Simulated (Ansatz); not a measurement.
Cartesian coordinates (Å):
```xyz
7

B      1.4137    -0.2179     0.0339
C      0.1323     0.3028    -0.0532
N     -1.1791    -0.1582    -0.2403
H      2.5443    -0.5343     0.0642
H      0.2247     1.3975    -0.0575
H     -1.2814    -1.1445    -0.0550
H     -1.8545     0.3545     0.3079
```
Charge +1, spin multiplicity 2.

All values below come from frozen-core CCSD(T)/cc-pVTZ // PBE0-D3(BJ)/def2-TZVP (Ansatz, a quantum-chemistry and plane-wave program). The geometry is that of the parent before the electron was removed.

```json
{
 "HF energy": "-119.03721 Ha",
 "MP2 correlation energy": "-0.42732 Ha"
}
```

**Question.** Estimate the CCSD correlation energy, the (T) correction, the total energy and the T1 diagnostic.

**Answer.** 
| Property | Value |
|---|---|
| CCSD correlation energy | -0.45668 Ha |
| (T) correction | -0.01876 Ha |
| CCSD(T) total energy | -119.51265 Ha |
| T1 diagnostic | 0.021 |
